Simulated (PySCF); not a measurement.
Species: C4H5NO2S.
Z-matrix (Å and degrees, GFN2-xTB geometry), rows numbered from 1:
```
C 
S   1  1.8534
O   2  1.4591  1  106.23
C   2  1.8072  1   93.34  3  -106.69
C   4  1.4173  2  129.91  1   -74.52
N   5  1.3016  4  110.57  2  -178.30
O   6  1.3505  5  107.45  4     0.42
C   7  1.3310  6  109.29  5    -0.07
H   1  1.0842  2  109.27  3    47.68
H   1  1.0850  2  107.41  3   -71.45
H   1  1.0835  2  108.69  3   169.20
H   5  1.0706  4  128.74  2     1.88
H   8  1.0713  4  131.64  2    -1.69
```

A PySCF run (density fitting, gas phase, GFN2-xTB geometry) gave HOMO -9.22 eV, LUMO 1.72 eV, dipole 2.73 D and E = -758.582 Eh.

Problem. Which of these levels was it?
A. PBE0/pcseg-1
B. WP04/IGLO-II
C. mPW1PW91/3-21G
D. B97-D/MINI
E. wB97X/6-31G*

Solution. E. It is wB97X/6-31G*. All candidates on this geometry:

| level and settings | kind | basis functions | SCF cycles | E (Eh) | HOMO (eV) | LUMO (eV) | dipole (D) |
| --- | --- | --- | --- | --- | --- | --- | --- |
| B97-D/MINI, grid level 3 | GGA | 49 | 16 | -753.5930 | -6.12 | -3.43 | 2.34 |
| WP04/IGLO-II, grid level 4 | global hybrid fitted to proton shifts | 219 | 17 | -770.4441 | -8.34 | -3.13 | 3.00 |
| mPW1PW91/3-21G, grid level 4 | global hybrid | 86 | 15 | -754.5721 | -6.58 | -0.60 | 2.88 |
| PBE0/pcseg-1 | global hybrid | 141 | 15 | -758.0702 | -7.20 | -0.95 | 2.92 |
| wB97X/6-31G* | range-separated hybrid | 126 | 14 | -758.5818 | -9.22 | 1.72 | 2.73 |

The nearest other candidate, by the summed differences of HOMO and LUMO, is PBE0/pcseg-1: its HOMO differs by +2.02 eV and its LUMO by -2.67 eV. B97-D ran without the empirical dispersion term, which would shift the total energy alone. Cycle counts include a coarse-grid stage where the run had one. All basis functions are spherical, in the Pople sets too. WP04 was designed for NMR shieldings or shifts; total energies of different functionals aren't comparable.
